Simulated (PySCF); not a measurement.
# Broadened absorption spectrum of C3H10S2Si2

C₃H₁₀S₂Si₂.
Numbering: `[CH3:1][C:2](=[S:3])[S:4][SiH2:5][CH2:6][SiH3:7]` (hydrogens: H8, H9, H10 on C1; H11, H12 on Si5; H13, H14 on C6; H15, H16, H17 on Si7)

Method: TDDFT B3LYP/def2-SVPD, vertical, gas phase, core orbitals frozen in the response in PySCF. One conformer (not necessarily the lowest) at the GFN2-xTB geometry, without solvent, vibrations or thermal averaging. Torsions of this conformer, `[CH3:1][C:2](=[S:3])[S:4][SiH2:5][CH2:6][SiH3:7]`: C1–C2–S4–Si5 177°, C2–S4–Si5–C6 -179°, S4–Si5–C6–Si7 63°.

Computed states:

| state | E (eV) | f |
| --- | --- | --- |
| S1 | 2.76 | 0.0001 |
| S2 | 4.52 | 0.146 |
| S3 | 4.79 | 0.019 |
| S4 | 5.31 | 0.0007 |
| S5 | 5.40 | 0.0073 |
| S6 | 5.42 | 0.0016 |
| S7 | 5.83 | 0.0042 |
| S8 | 5.95 | 0.012 |

Each state is given a Gaussian of 0.25 eV full width at half maximum, with ε(max) = 2.175×10⁸ f / Δν̃ (Δν̃ the width in cm⁻¹). The cross-section is σ = 3.8235×10⁻²¹ ε cm², given in Mb (10⁻¹⁸ cm²). The width is an assumption, not a result. The curve ends short of the highest state used, and states not computed would add to its high-energy end.

Problem. Give the broadened spectrum and its maxima.

Solution. 
| E (eV) | σ (Mb) |
| --- | --- |
| 2.39 | 0.00 |
| 2.47 | 0.00 |
| 2.56 | 0.00 |
| 2.64 | 0.01 |
| 2.73 | 0.02 |
| 2.81 | 0.02 |
| 2.90 | 0.01 |
| 2.98 | 0.00 |
| 3.07 | 0.00 |
| 3.15 | 0.00 |
| 3.23 | 0.00 |
| 3.32 | 0.00 |
| 3.40 | 0.00 |
| 3.49 | 0.00 |
| 3.57 | 0.00 |
| 3.66 | 0.00 |
| 3.74 | 0.00 |
| 3.83 | 0.00 |
| 3.91 | 0.00 |
| 4.00 | 0.00 |
| 4.08 | 0.01 |
| 4.16 | 0.21 |
| 4.25 | 2.58 |
| 4.33 | 12.89 |
| 4.42 | 39.91 |
| 4.50 | 59.75 |
| 4.59 | 48.69 |
| 4.67 | 25.12 |
| 4.76 | 11.63 |
| 4.84 | 7.50 |
| 4.93 | 3.34 |
| 5.01 | 0.95 |
| 5.09 | 0.22 |
| 5.18 | 0.51 |
| 5.26 | 1.65 |
| 5.35 | 3.43 |

Maxima: 449 nm (2.76 eV), ε about 6.5, made up of S1 (100%); 274 nm (4.52 eV), ε about 16000, made up of S2 (100%) (ε in L mol⁻¹ cm⁻¹; maxima over ε = 5, shares over 10%). At its high-energy end, 5.35 eV, the curve is still rising (ε about 900, from S5 and S6).

Problem. Coming from long wavelengths, where does ε first pass 100 L mol⁻¹ cm⁻¹?

Solution. At about 297 nm (4.18 eV), 1.42 eV above S1.

Problem. On this curve, what absorbance would a 10⁻⁵ mol/L sample give at 254 nm over a 1 cm path?

Solution. 254 nm is 4.881 eV, where ε is about 1500 L mol⁻¹ cm⁻¹, so A = ε c l ≈ 0.015 (Beer–Lambert, with the gas-phase spectrum and the assumed width).

Problem. What would ε be at 4.52 eV, the highest of these maxima, with half the width (0.125 eV)?

Solution. About 31500 L mol⁻¹ cm⁻¹ against 15800, a factor of about 1.99; a lone state at its own centre would give exactly 2.
